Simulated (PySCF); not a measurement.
Species: cyclo-(SbH)6.
Bonds: Sb1–Sb2, Sb1–Sb6, Sb2–Sb3, Sb3–Sb4, Sb4–Sb5, Sb5–Sb6. Hydrogens: H7 on Sb1; H8 on Sb2; H9 on Sb3; H10 on Sb4; H11 on Sb5; H12 on Sb6.

Computed, not measured: PySCF 2.14.0, PBE0-D3(BJ)/def2-SVP geometry optimisation, gas phase, def2 core potentials past Kr.

Entries marked ? are missing. Bonds in one row agree within 0.01 Å.

| coordinate | value |
| --- | --- |
| Sb1–Sb2, Sb3–Sb4 | ? |
| Sb1–Sb6, Sb2–Sb3, Sb4–Sb5 | ? |
| Sb1–H7 and 5 like bonds | 1.721 Å |
| Sb5–Sb6 | ? |
| Sb2–Sb1–Sb6 | ? |
| Sb1–Sb2–Sb3 | ? |
| Sb4–Sb5–Sb6 | ? |

**Question.** Fill in the missing values.

**Answer.** 
- Sb1–Sb2, Sb3–Sb4 = 2.854 Å (both ends antimony bonded to 2 Sb and H); 0.07 Å above the sum of covalent radii, 2.78 Å.
- Sb1–Sb6, Sb2–Sb3, Sb4–Sb5 = 2.846 Å (both ends antimony bonded to 2 Sb and H); 0.07 Å above the sum of covalent radii, 2.78 Å.
- Sb5–Sb6 = 2.826 Å (both ends antimony bonded to 2 Sb and H); 0.05 Å above the sum of covalent radii, 2.78 Å.
- Sb2–Sb1–Sb6 = 98.9°, at the antimony bonded to 2 Sb and H; the outer atoms are 4.330 Å apart.
- Sb1–Sb2–Sb3 = 106.1°, at the antimony bonded to 2 Sb and H; the outer atoms are 4.562 Å apart.
- Sb4–Sb5–Sb6 = 93.0°, at the antimony bonded to 2 Sb and H; the outer atoms are 4.113 Å apart.

Radii are Cordero's.

Whether it is a minimum is left open (no frequencies). The numbers are those of one conformer (Sb6–Sb1–Sb2–Sb3 -67°, Sb2–Sb1–Sb6–Sb5 85°, Sb1–Sb2–Sb3–Sb4 60°, Sb2–Sb3–Sb4–Sb5 -67°, Sb3–Sb4–Sb5–Sb6 85°).
